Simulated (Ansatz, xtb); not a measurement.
## F2GaH6NSi2: which of two structures lies lower

Structure a: `[F][Ga]([F])[N]([SiH3])[SiH3]`, a singlet. Structure b: a singlet given by its coordinates. Both are isolated molecules in the gas phase, relaxed with PBE0-D4/def2-SVP; the shapes shown needn't be the lowest conformers.

a (Å):

```yaml
atoms:
  - { symbol: F, position_ang: [-3.0914, 0.5933, 0.3523] }
  - { symbol: F, position_ang: [-2.3772, -2.1255, -0.5599] }
  - { symbol: Ga, position_ang: [-1.8457, -0.5409, -0.0839] }
  - { symbol: N, position_ang: [-0.1075, -0.0343, -0.0244] }
  - { symbol: Si, position_ang: [1.1749, -1.1995, -0.3489] }
  - { symbol: Si, position_ang: [0.3070, 1.6252, 0.4101] }
  - { symbol: H, position_ang: [1.9650, -0.7917, -1.5494] }
  - { symbol: H, position_ang: [0.5407, -2.5277, -0.5855] }
  - { symbol: H, position_ang: [2.1063, -1.2842, 0.8175] }
  - { symbol: H, position_ang: [1.6749, 1.8936, -0.1287] }
  - { symbol: H, position_ang: [0.3277, 1.8187, 1.8912] }
  - { symbol: H, position_ang: [-0.6746, 2.5729, -0.1904] }
```

b (Å):

```yaml
atoms:
  - { symbol: F, position_ang: [-0.9729, -3.5488, 0.0213] }
  - { symbol: F, position_ang: [1.3240, 0.3790, 1.2100] }
  - { symbol: Ga, position_ang: [-2.5176, -2.0171, 0.5526] }
  - { symbol: N, position_ang: [-0.7945, -1.1620, 0.7685] }
  - { symbol: Si, position_ang: [0.2606, -2.4272, 0.3315] }
  - { symbol: Si, position_ang: [-0.3111, 0.4015, 1.2679] }
  - { symbol: H, position_ang: [1.0184, -2.2998, -0.9401] }
  - { symbol: H, position_ang: [1.1029, -3.0350, 1.3938] }
  - { symbol: H, position_ang: [-3.2207, -1.7682, -0.8200] }
  - { symbol: H, position_ang: [-3.1413, -2.6023, 1.8599] }
  - { symbol: H, position_ang: [-0.7032, 0.7217, 2.6695] }
  - { symbol: H, position_ang: [-0.7748, 1.4832, 0.3538] }
```

Close contacts (Å): F1–Ga3 2.24, F1–Si5 1.70, F2–Si6 1.64, Ga3–N4 1.94, Ga3–Si5 2.82, N4–Si5 1.70, N4–Si6 1.71, Ga3–H9 1.56, Ga3–H10 1.56, Si5–H7 1.49, Si5–H8 1.49, Si6–H11 1.49, Si6–H12 1.49.

Which of the two would you expect CCSD(T)/def2-SVP + ΔMP2/def2-TZVPP electronic energies to favour?

Structure b; the calculation gives E(b) − E(a) = −1.091 eV.

Level by level:

```json
{"level": "PBE0-D4/def2-SVP", "geometry": "PBE0-D4/def2-SVP", "E(b) − E(a) (eV)": "−0.938", "departure from the last row (eV)": "+0.153", "job, with rough time for the two": "optimisation, 3.5 min"}
{"level": "HF/def2-SVP", "geometry": "PBE0-D4/def2-SVP", "E(b) − E(a) (eV)": "−0.958", "departure from the last row (eV)": "+0.133", "job, with rough time for the two": "part of the CCSD(T) run"}
{"level": "MP2/def2-SVP", "geometry": "PBE0-D4/def2-SVP", "E(b) − E(a) (eV)": "−0.766", "departure from the last row (eV)": "+0.325", "job, with rough time for the two": "part of the CCSD(T) run"}
{"level": "CCSD(T)/def2-SVP", "geometry": "PBE0-D4/def2-SVP", "E(b) − E(a) (eV)": "−0.763", "departure from the last row (eV)": "+0.328", "job, with rough time for the two": "single point"}
{"level": "CCSD(T)/def2-SVP + ΔMP2/def2-TZVPP", "geometry": "PBE0-D4/def2-SVP", "E(b) − E(a) (eV)": "−1.091", "departure from the last row (eV)": "", "job, with rough time for the two": "single point, 2 min"}
```

The levels shown agree on the order. The largest departure from CCSD(T)/def2-SVP + ΔMP2/def2-TZVPP is that of CCSD(T)/def2-SVP, 0.328 eV. Levels run at GFN2-xTB geometries aren't shown. The last row adds to CCSD(T) the change of the MP2 difference between the two basis sets, here −0.328 eV, a large step that makes the value less sure.

With thermal terms from frequencies at re-optimised GFN2-xTB minima (ideal gas, soft modes damped towards free rotors, one conformer each, 298.15 K, 1 atm): the zero-point term adds −0.017 eV; ΔH is −1.126 and ΔG −1.076 eV.

The correlated steps freeze 22 core orbitals; the filled d shell of Ga is correlated, in a basis made for valence electrons. Codes used: Ansatz 0.2.0, xtb 6.7.1; the last row on 2 threads of Arm Neoverse V1 on a shared host.
